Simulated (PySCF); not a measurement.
# Electronic structure of Be (beryllium, neutral) at the M06-L level

Configuration: [He] 2s2, closed-shell 1S. Calculation: PySCF 2.14, in pcseg-2; the non-relativistic Hamiltonian (point nucleus).

```json
{
  "Total energy": "-14.6591 hartree",
  "One-electron energy": "-19.1015 hartree",
  "Hartree (Coulomb) energy": "7.2022 hartree",
  "Exchange-correlation energy": "-2.7598 hartree",
  "Kinetic energy": "14.64426 hartree",
  "⟨S²⟩": "0.0000",
  "⟨L²⟩": "0.000",
  "Sum of ⟨r⟩": "5.993 bohr",
  "Sum of ⟨r²⟩": "16.32 bohr²",
  "Density at the nucleus (Gaussians lack the cusp)": "34.5 bohr⁻³",
  "Langevin diamagnetic susceptibility": "-12.9 ×10⁻⁶ cm³/mol",
  "Time after the integrals": "0.05 s of wall time on 1 thread of Neoverse-V2 (shared host)"
}
```

```json
{"shell": "1s", "electrons": "2", "mean orbital energy (hartree)": "-3.98433", "rms radius, mean of both spins (bohr)": "0.488"}
{"shell": "2s", "electrons": "2", "mean orbital energy (hartree)": "-0.20831", "rms radius, mean of both spins (bohr)": "2.81"}
```
